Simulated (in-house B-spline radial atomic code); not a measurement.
Radial electron density of the palladium ion Pd⁵⁺, [Kr] 4d5. Computed with a B-spline radial code for spherical atoms: non-relativistic B97-1, spin-polarised, spherical fractional occupations, exact exchange averaged over the configuration, point nucleus.

Columns: r (bohr), 4πr²n(r) (electrons per bohr), bar.

```
  0.0014    1.477 #
  0.0017    2.118 #
 0.00207    3.036 ##
 0.00251    4.286 ###
 0.00306    6.056 ####
 0.00371    8.386 #####
 0.00451    11.51 #######
 0.00549    15.59 #########
 0.00667    20.66 ############
  0.0081    26.73 ################
 0.00985    33.69 ####################
   0.012    41.14 #########################
  0.0145    47.94 #############################
  0.0177    53.72 ################################
  0.0215    56.94 ##################################
  0.0261    57.13 ##################################
  0.0317    54.64 #################################
  0.0386    51.15 ###############################
  0.0469     49.6 ##############################
   0.057    52.51 ################################
  0.0692    60.06 ####################################
  0.0841    68.86 ##########################################
   0.102    72.95 ############################################
   0.124    68.48 #########################################
   0.151    57.83 ###################################
   0.184    49.69 ##############################
   0.223    50.61 ###############################
   0.271    56.75 ##################################
   0.329    57.11 ##################################
     0.4    45.55 ###########################
   0.487    28.36 #################
   0.591    17.28 ##########
   0.719    15.28 #########
   0.873    16.32 ##########
    1.06    14.42 #########
    1.29    9.408 ######
    1.57    4.501 ###
    1.91    1.578 #
    2.32   0.4024 
    2.81  0.07432 
    3.42 0.008316 
    4.16 0.0005167
```

On this grid the curve has 4 maxima, near 0.0261, 0.102, 0.329, 0.873 bohr.

The 4d up radial function P(r) = rR(r), positive near the nucleus:

| r (bohr) | P |
| --- | --- |
| 0.012 | 0.001399 |
| 0.0177 | 0.004123 |
| 0.0261 | 0.01168 |
| 0.0386 | 0.03154 |
| 0.057 | 0.07832 |
| 0.0841 | 0.1733 |
| 0.124 | 0.3259 |
| 0.184 | 0.4863 |
| 0.271 | 0.4876 |
| 0.4 | 0.149 |
| 0.591 | -0.4756 |
| 0.873 | -0.9582 |
| 1.29 | -0.9035 |
| 1.91 | -0.4578 |
| 2.81 | -0.1152 |
| 4.16 | -0.01009 |
